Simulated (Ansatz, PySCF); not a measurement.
Gas-phase reaction in SMILES: N[SiH2]N[SiH3] + 3 [H][H] (H2) -> 2 N (NH3) + 2 [SiH4] (SiH4)
Geometries: B3LYP-D3(BJ)/def2-TZVP minima from Ansatz (a program for electronic structure), one conformer each, not searched for the lowest. Frequencies are from Ansatz or PySCF.

Wanted: energy of full hydrogenation (enthalpy at 298 K, with B3LYP-D3(BJ) rigid-rotor harmonic-oscillator terms), in eV. Correlated levels leave the core frozen unless marked. No spin-orbit coupling. No relativistic terms. Basis-set limits of correlation are two-point, X^-3; Hartree-Fock from the larger set.

| level | program | energy of full hydrogenation (eV) |
|---|---|---|
| PBE-D4/def2-TZVPD | Ansatz + dftd4 | 1.23 |
| BLYP/def2-TZVPD | Ansatz | 1.04 |
| PBE0/def2-SVP | Ansatz | 0.96 |
| BHLYP-D3(BJ)/def2-TZVPD | Ansatz + dftd3 | 1.33 |
| r2SCAN0-D4/def2-TZVPD | Ansatz + dftd4 | ? |
| B2PLYP-D4/def2-TZVPD | Ansatz + dftd4 | ? |
| SCS-MP2/STO-3G | Ansatz | 0.97 |
| CCSD(T)/CBS(cc-pV(T+d)Z,cc-pV(Q+d)Z) | Ansatz | ? |

Task: What belongs in the gaps?

Result: 
- r2SCAN0-D4/def2-TZVPD, energy of full hydrogenation (eV): 1.39
- B2PLYP-D4/def2-TZVPD, energy of full hydrogenation (eV): 1.41
- CCSD(T)/CBS(cc-pV(T+d)Z,cc-pV(Q+d)Z), energy of full hydrogenation (eV): 1.45
